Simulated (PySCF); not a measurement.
Compound: C5H10O3.
Atom-mapped SMILES: `[CH3:1][CH2:2][CH2:3][O:4][C:5](=[O:6])[O:7][CH3:8]` (hydrogens: H9, H10, H11 on C1; H12, H13 on C2; H14, H15 on C3; H16, H17, H18 on C8)

Vertical excitations from PySCF (density fitting, frozen core in the response, grid level 2 and gas phase unless stated; continuum runs use non-equilibrium linear response for the excitations) on a GFN2-xTB geometry. Reference run:

```
                              settings    S1, eV (f)    S2, eV (f)    S3, eV (f)    S4, eV (f)    S5, eV (f)    S6, eV (f)  T1, eV (Tamm–Dancoff)  mean α (au)
PBE0/def2-SVPD, full TDDFT, 6 singlets  7.14 (0.000)  7.88 (0.020)  8.15 (0.000)  8.35 (0.020)  8.53 (0.006)  8.63 (0.270)                   6.66         73.7
```

Problem. What do these settings give: B97-D/def2-SVPD, energy threshold 1e-08 Eh, full TDDFT, 1 singlet?

Solution. 
```tsv
settings	S1, eV (f)	S2, eV (f)	S3, eV (f)	S4, eV (f)	S5, eV (f)	S6, eV (f)	T1, eV (Tamm–Dancoff)	mean α (au)
B97-D/def2-SVPD, energy threshold 1e-08 Eh, full TDDFT, 1 singlet	6.80 (0.011)	–	–	–	–	–	6.47	76.4
```

S1 moves by -0.34 eV (B97-D has no exact exchange, PBE0 25 % exact exchange). States are counted by energy in each run and needn't keep their character from row to row.

Problem. Which orbital pairs make up S1 in each run, and how does it sit against the orbital gap?

Solution. 
```csv
settings,S1 configurations (weight),S1 (eV),orbital gap (eV),S1 − gap (eV)
"PBE0/def2-SVPD, full TDDFT, 6 singlets",H→L+2 0.99,7.14,9.06,-1.92
"B97-D/def2-SVPD, energy threshold 1e-08 Eh, full TDDFT, 1 singlet",H→L+1 0.99,6.80,6.75,+0.05
```

The values belong to the conformer `[CH3:1][CH2:2][CH2:3][O:4][C:5](=[O:6])[O:7][CH3:8]`: C1–C2–C3–O4 180°, C2–C3–O4–C5 180°, C3–O4–C5–O6 0°, O4–C5–O7–C8 180°.

Note: B97-D ran without an empirical dispersion term, which enters the total energy and its gradient alone.
